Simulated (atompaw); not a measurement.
## Pseudopotential generation for N (Z = 7): PAW (atompaw), PBE, scalar-relativistic.

atompaw 4.2.0.5 input, output lines left out:

```
N 7
GGA-PBE scalarrelativistic loggrid 1500 logderivrange -3 5 201
2 2 0 0 0 0
2 1 3
0 0 0
c
v
v
2
3.00 2.25 2.45 2.40
y
0.05
n
y
0.05
n
y
-0.05
n
custom rrkj vanderbiltortho sinc
bessel
3.00
3.00
2.55
2.55
3.00
```

All-electron outer shells of the reference configuration (PBE, scalar-relativistic, ld1.x):

```tsv
shell	level (eV)	outermost node (bohr)	outermost maximum (bohr)
1s	-384.72	–	0.15
2s	-18.58	0.32	1.02
2p	-7.09	–	0.98
```

Does the generator finish with these settings?

Yes, a potential is produced.

Estimate the cutoffs (Ry, on a coarse ladder) from which the occupation-weighted sum of valence levels, in a spherical-Bessel basis at the reference potential, stays within 10 and 1 mRy of its value at 400 Ry.

10 Ry and 12 Ry.

What does a ghost test show?

No extra level below or beside the all-electron valence levels (s, p, d, f tested).

Is the overlap operator S = 1 + Σ q|β⟩⟨β| positive definite (Bessel basis up to 400 Ry)?

Yes: its lowest eigenvalue is 0.11 (s channel).

Which valence shell sets the plane-wave cutoff?

2p: its level needs 12 Ry to come within 1 mRy, against 6 Ry for 2s.
